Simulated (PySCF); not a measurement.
The scaffold BH2-X carries different groups X. All species are isolated molecules in the gas phase. One relaxed conformer stands for each flexible species; it need not be the lowest. Strings in code marks are SMILES.

The four lowest singlet excitations (Tamm–Dancoff). Computed with M06-2X/def2-TZVP run with PySCF. Excitations are Tamm–Dancoff values on a coarser integration grid. The basis has no diffuse functions, so Rydberg states are missing or too high.

| state | energy (eV) | wavelength (nm) | oscillator strength |
|---|---|---|---|
| S1 | 5.05 | 245 | 0.007 |
| S2 | 5.56 | 223 | 0.265 |
| S3 | 6.11 | 203 | 0.005 |
| S4 | 6.39 | 194 | 0.001 |

### Question
Identify which member gives these states.
(A) `BCF`
(B) `BOC(C)=O` (B–O–C–O torsion 24°)
(C) `BOC`
(D) `BS(C)=O`

### Answer
D, `BS(C)=O`
